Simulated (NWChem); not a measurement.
CH$_{2}$ClF; SMILES C(F)Cl

```xyz
5

F      0.3892     1.5058     0.0000
C     -0.5715     0.5650     0.0000
Cl     0.1312    -1.0629     0.0000
H     -1.1851     0.6598     0.9078
H     -1.1851     0.6598    -0.9078
```
Atoms are numbered in this order, from 1.

Results from NWChem. Pople sets run with spherical d functions. STO-3G and 3-21G are far too small for this property and stand as cheap habits. The geometry was optimised at PBE0/def2-SVP. GIAO values for the isolated, static molecule; σ is the absolute isotropic shielding, δ = σ(reference) − σ with the isolated reference molecule computed at the same levels (13C: tetramethylsilane, 19F: trichlorofluoromethane, 1H: tetramethylsilane).

```
level                                 δ F1 (ppm)  δ C2 (ppm)  σ Cl3 (ppm)  δ H4 (ppm)
------------------------------------  ----------  ----------  -----------  ----------
KT2/pcSseg-1                              -199.3        96.4        745.7        6.06
LDA (Slater exchange, VWN5)/pcSseg-1      -206.1       102.8        719.3        6.20
Hartree-Fock/STO-3G                        -74.0        70.6       1048.9        3.49
Hartree-Fock/6-31G*                          ___         ___          ___         ___
```

Problem. Some entries are withheld; supply them.

Solution. 
- Hartree-Fock/6-31G*, δ F1 (ppm): -137.9
- Hartree-Fock/6-31G*, δ C2 (ppm): 79.1
- Hartree-Fock/6-31G*, σ Cl3 (ppm): 851.9
- Hartree-Fock/6-31G*, δ H4 (ppm): 5.45
